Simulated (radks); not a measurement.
Spin polarisation of the 4s1 shell in the gallium ion Ga2+. Start: [Ar] 3d10 4s(up 0.5, down 0.5); electrons of 4s are moved from spin down to spin up, other shells keep equal spins. Method: scalar-relativistic Kohn-Sham, LDA (Slater exchange, Perdew-Wang correlation), spin-polarised, spherical densities, point nucleus; computed with a radial shooting solver on a logarithmic mesh with Libxc functionals.

moment (Bohr magnetons) = 0: E - E(0) (eV) 0.000; e(4s up) (eV) -26.473; e(4s down) (eV) -26.473; 3d down minus up (eV) 0.000
moment (Bohr magnetons) = 0.25: E - E(0) (eV) -0.020; e(4s up) (eV) -26.626; e(4s down) (eV) -26.305; 3d down minus up (eV) 0.058
moment (Bohr magnetons) = 0.5: E - E(0) (eV) -0.081; e(4s up) (eV) -26.768; e(4s down) (eV) -26.120; 3d down minus up (eV) 0.117
moment (Bohr magnetons) = 0.75: E - E(0) (eV) -0.183; e(4s up) (eV) -26.900; e(4s down) (eV) -25.914; 3d down minus up (eV) 0.176
moment (Bohr magnetons) = 1: E - E(0) (eV) -0.328; e(4s up) (eV) -27.019; e(4s down) (eV) -25.683; 3d down minus up (eV) 0.236

At moment 1 the spin-polarisation energy is -0.328 eV and the 4s exchange splitting 1.336 eV, that is 1.336 eV per Bohr magneton; E = -I m^2/4 would give I = 1.310 eV.
